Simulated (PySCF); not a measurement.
N+: excitation energy

N+ [He] 2s2 2p2 (3P) → N+ [He] 2s1 2p3 (5S), as a difference of total energies. Calculation: PySCF 2.14, in aug-cc-pCVTZ-DK (7s6p4d2f, 59 functions); scalar relativity by spin-free X2C-1e. Correlated levels: valence: 1s2 frozen. The calculations carry no spin-orbit coupling.

| method | excitation energy (eV) |
| --- | --- |
| UHF | 4.042 |
| MP2 (valence) | 5.283 |
| SCS-MP2 (valence) | 5.884 |
| CCSD (valence) | 5.695 |
| CCSD(T) (valence) | 5.735 |

Errors of the correlated levels include the incompleteness of this basis and the frozen core.

Task: Which method comes closest to the reference value, and which is furthest?

Result: The reference is 5.790 eV (measured; NIST levels, between the centres of gravity of the two terms). Closest: CCSD(T) (valence) (error -0.055 eV); furthest: UHF (error -1.748 eV).
